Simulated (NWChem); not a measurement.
# C3H3F3; SMILES FC(F)/C=C\F

```xyz
9

F      0.6805     2.1075     0.0000
C     -0.5661     1.6006     0.0000
C     -0.8043     0.2943     0.0000
C      0.2675    -0.7425     0.0000
F      0.1317    -1.5487     1.1008
F      0.1317    -1.5487    -1.1008
H     -1.3245     2.3772     0.0000
H     -1.8308    -0.0573     0.0000
H      1.2778    -0.3257     0.0000
```
Atoms are numbered in this order, from 1.

Results from NWChem. Pople sets run with spherical d functions. All runs use the structure optimised with B3LYP/6-31G* (spherical d).

Q: What does the run give for PBE/6-31G*? Quantities: highest occupied level (eV); orbital gap (eV); dipole (D).

A: highest occupied level (eV): -6.53
orbital gap (eV): 5.50
dipole (D): 1.96
